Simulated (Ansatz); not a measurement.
`[SiH3]C#C[O][GeH3]` at its PBE0-D4/def2-TZVP geometry, where that method's forces vanish. Total charge 0; spin multiplicity 1.

```xyz
11

Si    0.0588   -2.7002   -0.2424
C     0.0122   -0.9189   -0.5117
C    -0.0187    0.2767   -0.7127
O    -0.0512    1.5354   -0.9390
Ge   -0.0550    2.6716    0.4961
H     0.6139   -3.0003    1.1039
H     0.9148   -3.3590   -1.2631
H    -1.3060   -3.2838   -0.3255
H     1.2396    2.3982    1.2653
H    -0.0979    4.0422   -0.1763
H    -1.3105    2.3381    1.3055
```

Task: What forces (eV/Å) does PBE-D4/def2-TZVPP give on these atoms in Ansatz? (An estimate is asked.)

Result: Ansatz gave: 
```
Si1 -0.006  0.094 -0.018
C2   0.031 -1.126  0.179
C3  -0.015  0.603 -0.068
O4  -0.015  0.317 -0.517
Ge5 -0.001  0.246  0.291
H6   0.058 -0.044  0.142
H7   0.092 -0.085 -0.106
H8  -0.143 -0.078 -0.006
H9   0.148 -0.036  0.089
H10 -0.005  0.150 -0.080
H11 -0.143 -0.043  0.094
```
